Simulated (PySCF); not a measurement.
Which determinant of MgI⁺ lies lowest?

Unrestricted PBE0; basis Mg x2c-SVPall, I x2c-SVPall; spin-free X2C with a Gaussian nucleus; PySCF 2.14. Outer shells of the fragments: Mg+ 3s1; I 4d10 5s2 5p5.

Followed along the bond (rough minima from three points):

| 2Ms+1 | unpaired | ⟨S²⟩ at the start | R at minimum (Å) | Te (eV) |
| --- | --- | --- | --- | --- |
| 1 | none | 0.00 | 2.49 | 0.00 |
| 3 | σ ↑, π ↑ | 2.00 | none in the scan | ≤ 1.52 |
| 1 | σ ↑, π ↓ | 1.00 | none in the scan | ≤ 1.56 |

Solutions found at the starting distance of 2.765 Å, counted from the lowest of them; the search is not exhaustive and high or unbound solutions are not listed, so other states can lie among these:

```
2Ms+1  unpaired   term  E (eV)  ⟨S²⟩  ⟨Lz²⟩   μ (D)
    1      none    ¹Σ⁺    0.00  0.00   0.00  -13.21
    3  σ ↑, π ↑     ³Π    1.34  2.00   1.00   -5.84
    1  σ ↑, π ↓  mixed    1.38  1.00   1.00   -5.83
    3      σ ↑↑    ³Σ⁺    2.53  2.00   0.00   -6.71
    3      π ↑↑  mixed    4.39  2.00   2.00   -6.90
    1      π ↑↓  mixed    4.52  1.01   2.01   -6.67
    3      π ↑↑  mixed    4.52  2.00   2.00   -6.72
    3  σ ↑, π ↑     ³Π    5.77  2.00   1.00   -7.62
    1      π ↑↓  mixed    6.90  1.01   2.01    1.53
    1      none  mixed    8.16  0.00   2.00    1.53
```

A term symbol is given only where ⟨S²⟩ and ⟨Lz²⟩ are close to those of a pure state; real π, δ and φ orbitals otherwise mix terms. A positive dipole points towards I; it is taken about the centre of mass and depends on that origin.

Spin–orbit coupling is left out. Counting both spins, an empty level lies below a filled one in some of these solutions, because spin and occupation are held.
